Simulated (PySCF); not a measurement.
Species: C₅H₉NOSi.
Bonds: C1–C2 (triple), C2–Si3, Si3–N4, N4–C5, C5–O6 (double), N4–C7, C7–C8. Hydrogens: H9 on C1; H10, H11 on Si3; H12 on C5; H13, H14 on C7; H15, H16, H17 on C8.

Computed geometry: GFN2-xTB, gas phase.

**Question.** Give the optimised bond lengths and angles.

**Answer.** 
```
                  bond  length (Å)   order
                 C1≡C2       1.202  triple
                C2–Si3       1.846  single
                Si3–N4       1.772  single
                 N4–C5       1.332  single
                 C5=O6       1.213  double
                 N4–C7       1.441  single
                 C7–C8       1.526  single
                 C1–H9       1.052  single
               Si3–H10       1.456  single
               Si3–H11       1.470  single
                C5–H12       1.105  single
        C7–H13, C7–H14       1.094  single
C8–H15, C8–H16, C8–H17       1.088  single
```

Bonds in one row agree within 0.01 Å and their mean is given. Orders are formal, as drawn. A selection of angles:
```
    angle  degrees
C1–C2–Si3    179.7
C2–Si3–N4    108.0
Si3–N4–C5    111.3
Si3–N4–C7    126.4
 C5–N4–C7    122.2
 N4–C5–O6    121.5
 N4–C7–C8    111.7
```

Dihedral angles: C2–Si3–N4–C5 68° (synclinal); Si3–N4–C5–O6 -1° (synperiplanar); Si3–N4–C7–C8 -78° (synclinal). The mirror-image conformer, all signs reversed, is as good.

Si3 (SiH2 silicon) is distorted tetrahedral (angles from 102.3° to 114.5°). Of the pairs four or more bonds apart, H12···H13 is among the closest relative to their van der Waals radii: 2.25 Å, 94 % of the sum of Bondi's values. N4 (amide nitrogen) is planar (angles 126.4°, 122.2° and 111.3°, sum 359.8°, 0.03 Å off the plane of its three neighbours). The C–C distances run from 1.202 Å (C1≡C2, drawn triple) to 1.526 Å (C7–C8, drawn single), a spread of 0.324 Å. The C–N distances run from 1.332 Å (N4–C5, drawn single) to 1.441 Å (N4–C7, drawn single), a spread of 0.109 Å.

Point group: C1 (no symmetry element, even within 0.4 Å). Whether it is a minimum is left open (no frequencies). One conformer, not necessarily the lowest.
